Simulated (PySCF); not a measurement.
## Relaxation of quartet KO₂

Computed with PySCF, UB3LYP, basis K def2-TZVP, O def2-TZVP (no relativity, density fitting). A (50,194) grid was used.

A hand-made linear start, of D∞h symmetry, held to at least that symmetry:

```xyz
3
charge 0 multiplicity 4, angstrom
K     0.0000    0.0000    0.0000
O     0.0000    0.0000    2.5000
O     0.0000    0.0000   -2.5000
```

Question: What does it relax to?

Answer: It ends at D∞h with K–O 2.595 Å (×2); O–K–O 180.0° (after a last refinement on a finer grid). A frequency run shows a minimum.

Question: How much energy is released, and in how many steps?

Answer: 3.2 kJ/mol in 4 steps.

The relaxation took 3.8 s on 4 threads of a shared Arm Neoverse V1 host, with 95 basis functions and 5 gradients; the process peaked at 0.56 GiB. Launch command: `OMP_NUM_THREADS=4 python axn.py task.json out`.
